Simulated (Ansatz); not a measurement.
AgF3HOP (`[OH][Ag-][P+](F)(F)F`), relaxed with RKS PBE0-D4/def2-TZVP in the Gaussian-basis code of Ansatz from a GFN2-xTB geometry. The force threshold is 0.005 eV/Å; the program also tests the step.

The species carries charge 0 and has multiplicity 1. Ag: def2 effective core potential.

Start:

```xyz
7

O     0.850    1.724   -2.390
Ag    0.139    0.602   -0.901
P    -0.244   -0.747    1.097
F    -1.353   -1.876    1.150
F    -0.645   -0.100    2.484
F     0.906   -1.651    1.695
H     0.347    2.048   -3.135
```

```json
{"step": "1", "energy (eV)": "-23497.0218", "largest force (eV/Å)": "2.040", "largest move (Å)": "0.000"}
{"step": "2", "energy (eV)": "-23497.3113", "largest force (eV/Å)": "1.261", "largest move (Å)": "0.195"}
{"step": "3", "energy (eV)": "-23497.3796", "largest force (eV/Å)": "0.476", "largest move (Å)": "0.188"}
{"step": "4", "energy (eV)": "-23497.3971", "largest force (eV/Å)": "0.129", "largest move (Å)": "0.042"}
{"step": "5", "energy (eV)": "-23497.3980", "largest force (eV/Å)": "0.024", "largest move (Å)": "0.018"}
{"step": "6", "energy (eV)": "-23497.3983", "largest force (eV/Å)": "0.010", "largest move (Å)": "0.017"}
{"step": "7", "energy (eV)": "-23497.3983", "largest force (eV/Å)": "0.007", "largest move (Å)": "0.010"}
{"step": "8", "energy (eV)": "-23497.3983", "largest force (eV/Å)": "0.045", "largest move (Å)": "0.022"}
{"step": "9", "energy (eV)": "-23497.3984", "largest force (eV/Å)": "0.023", "largest move (Å)": "0.009"}
{"step": "10", "energy (eV)": "-23497.3984", "largest force (eV/Å)": "0.019", "largest move (Å)": "0.021"}
{"step": "11 (rejected)", "energy (eV)": "-23497.3982", "largest force (eV/Å)": "0.134", "largest move (Å)": "0.039"}
{"step": "13", "energy (eV)": "-23497.3985", "largest force (eV/Å)": "0.011", "largest move (Å)": "0.009"}
{"step": "15 (rejected)", "energy (eV)": "-23497.3985", "largest force (eV/Å)": "0.080", "largest move (Å)": "0.028"}
{"step": "17", "energy (eV)": "-23497.3985", "largest force (eV/Å)": "0.002", "largest move (Å)": "0.004"}
{"step": "19 (rejected)", "energy (eV)": "-23497.3985", "largest force (eV/Å)": "0.076", "largest move (Å)": "0.027"}
{"step": "21", "energy (eV)": "-23497.3986", "largest force (eV/Å)": "0.003", "largest move (Å)": "0.007"}
{"step": "23", "energy (eV)": "-23497.3986", "largest force (eV/Å)": "0.006", "largest move (Å)": "0.015"}
{"step": "25 (rejected)", "energy (eV)": "-23497.3986", "largest force (eV/Å)": "0.026", "largest move (Å)": "0.008"}
{"step": "27", "energy (eV)": "-23497.3986", "largest force (eV/Å)": "0.013", "largest move (Å)": "0.014"}
{"step": "29", "energy (eV)": "-23497.3986", "largest force (eV/Å)": "0.009", "largest move (Å)": "0.001"}
{"step": "30", "energy (eV)": "-23497.3986", "largest force (eV/Å)": "0.000", "largest move (Å)": "0.004"}
```

End:

```xyz
7

O     0.784    1.767   -2.217
Ag    0.294    0.602   -0.712
P    -0.191   -0.692    1.047
F    -1.359   -1.695    0.885
F    -0.617   -0.018    2.375
F     0.896   -1.650    1.591
H     0.194    1.687   -2.969
```

It took 88 s on 4 threads of an Arm Neoverse V2 on a shared host, with 0.61 GiB of host memory at the peak.
